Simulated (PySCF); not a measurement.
# Polarisability and C₆ of Ti (titanium, neutral)

[Ar] 3d2 4s2, high-spin 3F determinant. All numbers are calculated (PySCF 2.14, the non-relativistic Hamiltonian (point nucleus), in aug-cc-pVTZ with one added diffuse shell each of s, p, d, f, g type (9s8p6d4f3g, 118 functions)). Coupled (time-dependent) response in atomic units; α is the mean over directions.

```tsv
method	mean α (bohr³)	C₆ (like pair)	S(−4)
B97-3	110.5	1305	6316
```

S(−4) is the Cauchy moment in α(ω) = α(0) + S(−4) ω² + …

Reference α: 87 ± 10 bohr³ (recommended; Schwerdtfeger and Nagle, table of static dipole polarizabilities (2023 update)). Published C₆: 1044 (Chu and Dalgarno (2004); Tang, Norbeck and Certain (1976)).

α(iu) at B97-3:

```tsv
u (hartree)	α(iu) (bohr³)
0	110.5
0.0500	96.96
0.100	71.92
0.200	37.27
0.300	21.93
0.500	10.64
0.750	6.052
1.00	4.105
1.50	2.371
2.00	1.576
3.00	0.8485
5.00	0.3616
```

A single London oscillator, α(iu) = α/(1 + u²/ω²), gives C₆ = (3/4) ω α². Matching the computed C₆ needs ω = 4 × 1305 / (3 × 110.5²) = 0.143 hartree.
